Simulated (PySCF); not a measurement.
Zn(I)(GeH3) (GeH3IZn), SMILES [I][Zn][GeH3].

Geometry optimised at PBE0-D3(BJ)/def2-SVP. The structure was generated by enumeration; whether it is a known compound was not checked. The def2 effective core potentials stand for the cores of I; spin–orbit coupling is left out.

Level of theory: PBE/def2-TZVPD in PySCF.

Symmetry labels are those of the subgroup Cs that the program uses (full group C3v).

Computed valence orbital energies around the gap with their symmetry:
```
orbital  symmetry  energy (eV)
-------  --------  -----------
HOMO−7         A"       -12.35
HOMO−6         A'       -12.35
HOMO−5         A'        -8.70
HOMO−4         A"        -8.52
HOMO−3         A'        -8.52
HOMO−2         A'        -6.92
HOMO−1         A'        -6.54
HOMO           A"        -6.54
LUMO           A'        -1.92
LUMO+1         A"        -1.85
LUMO+2         A'        -1.85
LUMO+3         A'        -0.29
```
